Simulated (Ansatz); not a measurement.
Sr4O4 was relaxed with PBE-D4 (def2-SVP, def2-SVPD) in Ansatz in these states: charge -1 doublet, neutral singlet. The geometries follow in no particular order.

In the def2 sets Sr takes a core potential; there is no spin–orbit coupling.

A:

```xyz
8

Sr   -0.6776    2.2867    1.2131
Sr    0.7121   -1.5515    1.1582
Sr    1.7009    1.2330   -1.6571
Sr   -1.4954   -1.1569   -0.8130
O     0.7955    2.7728   -0.3586
O    -0.8483   -2.9223    0.3698
O    -1.0282    0.0834    1.1733
O     0.8408   -0.7451   -1.0857
```

B:

```tsv
atom	x (Å)	y (Å)	z (Å)
Sr1	-1.823	-1.730	-0.934
Sr2	1.214	-0.603	1.579
Sr3	-1.822	1.911	0.466
Sr4	1.622	0.461	-1.211
O5	-2.812	0.144	-0.373
O6	2.996	-0.149	0.384
O7	0.311	-1.427	-0.495
O8	0.313	1.392	0.584
```

Judge from the bond lengths which geometry belongs to which state (an estimate).

A is the charge -1 doublet (Sr3–O8 2.231 Å, Sr1–O7 2.231 Å, Sr4–O6 2.221 Å); B is the neutral singlet (Sr3–O8 2.200 Å, Sr1–O7 2.200 Å, Sr4–O6 2.192 Å).

At PBE-D4/def2-SVPD the highest occupied level of the relaxed charge -1 doublet lies above zero (up to 0.49 eV). By energy differences its removal costs 0.47 eV (each at its own geometry, to the charge 0 singlet, at PBE0-D4/def2-TZVPD). These are the stationary points nearest to one start from a short search; other shapes may lie lower in each state.
